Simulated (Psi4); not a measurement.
Pair of molecules: H2S (SMILES S) (first 3 atoms) with CH4O (SMILES CO); geometry from B3LYP-D3(BJ)/def2-TZVP, rigid monomers moved along the line of their centres of mass till S1···C4 is 3.35 Å.
(charge 0, multiplicity 1):
```xyz
9

S      0.08036     1.49549    -0.19621
H      1.29802     0.93040    -0.21269
H     -0.53190     0.32486    -0.43573
C      0.15075     0.24415     2.91258
O      0.23818    -0.41683     4.16839
H     -0.86572     0.58473     2.68996
H      0.44076    -0.48033     2.15335
H      0.82846     1.10141     2.84423
H     -0.01475     0.20228     4.86002
```

Level of theory: Psi4 with SAPT0/jun-cc-pV(D+d)Z.

Task: Give the four SAPT terms and the total, and say what mostly holds the pair together.

Result: electrostatics -9.7, exchange 20.6, induction -2.0, dispersion -6.5, total 2.4 kJ/mol; the largest attraction is electrostatics.
